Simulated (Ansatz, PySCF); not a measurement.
Gas-phase reaction in SMILES: Cl[SiH2]Cl [dichlorosilane] → Cl[SiH2]Cl as doublet, charge -1 (an electron is taken up)
Structures are relaxed separately at B3LYP-D3(BJ)/def2-TZVP in Ansatz (a program for electronic structure). Frequencies are from Ansatz or PySCF. A spin state is the lowest found, not a proven ground state.

Property: adiabatic electron affinity (0 K, with B3LYP-D3(BJ) harmonic zero-point energies), positive where the reaction releases energy, in eV. Correlated levels leave the core frozen unless marked. Open shells are spin-unrestricted. No spin-orbit coupling. No relativistic terms. Anions need diffuse functions: aug- sets have them; def2-D sets add few; the other sets have none. Basis-set limits of correlation are two-point, X^-3; Hartree-Fock from the larger set. [CCSD(T)-MP2]/basis is that difference in the basis named.

RI-MP2/CBS(aug-cc-pV(T+d)Z,aug-cc-pV(Q+d)Z)+[CCSD(T)-MP2]/aug-cc-pV(D+d)Z (Ansatz) gives 0.22 eV.

Q: Another calculation gave 0.46 eV. Which level was it?
A. TPSSh/def2-TZVPD (PySCF)
B. BP86/def2-TZVPD (PySCF)
C. B2GP-PLYP/def2-TZVPD (Ansatz)
D. HF/def2-TZVPD (PySCF)

A: A, TPSSh/def2-TZVPD (PySCF). The others give 0.25 (B2GP-PLYP), -0.23 (HF), 0.65 (BP86) eV.
